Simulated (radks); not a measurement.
The bromine ion Br4+, 31 electrons, occupied as [Ar] 3d10 4s2 4p1 (the NIST ground configuration).

Method: scalar-relativistic Kohn-Sham, PBE, spin-polarised, spherical densities, point nucleus; open shells are filled with parallel spins first; computed with a radial shooting solver on a logarithmic mesh with Libxc functionals.

Energy parts (eV):
part                       energy
total                  -70809.157
kinetic                 72346.800
electron-nucleus      -169079.204
Hartree                 28386.984
exchange-correlation    -2463.737

Orbitals (lengths in bohr, moments of r in powers of bohr):
| orbital | occ. | eigenvalue (eV) | <r^2> |
|---|---|---|---|
| 1s up | 1 | -13373.76 | 0.002461 |
| 1s down | 1 | -13373.66 | 0.002461 |
| 2s up | 1 | -1787.790 | 0.04235 |
| 2s down | 1 | -1787.743 | 0.04235 |
| 2p up | 3 | -1583.382 | 0.03349 |
| 2p down | 3 | -1583.296 | 0.03349 |
| 3s up | 1 | -292.1388 | 0.3490 |
| 3s down | 1 | -292.0099 | 0.3488 |
| 3p up | 3 | -227.5362 | 0.3714 |
| 3p down | 3 | -227.3872 | 0.3709 |
| 3d up | 5 | -120.6304 | 0.4241 |
| 3d down | 5 | -120.4328 | 0.4215 |
| 4s up | 1 | -67.9943 | 2.557 |
| 4s down | 1 | -66.5171 | 2.555 |
| 4p up | 1 | -52.9735 | 3.231 |
| 4p down | 0 | -51.4712 | 3.254 |

The highest occupied level is 4p up at -52.974 eV. For comparison, the ionisation energy in NIST's Atomic Spectra Database is 59.60 eV (measured). In exact Kohn-Sham theory the highest level is minus the ionisation energy, but local and semilocal functionals leave it too shallow, through self-interaction and a potential that decays too fast; potentials with the right tail come closer. Spin moment in Bohr magnetons: 1. Summed over all electrons, <r^2> = 15.79 bohr^2, which gives a Langevin (diamagnetic) susceptibility term of -12.5 x 10^-6 cm^3/mol.
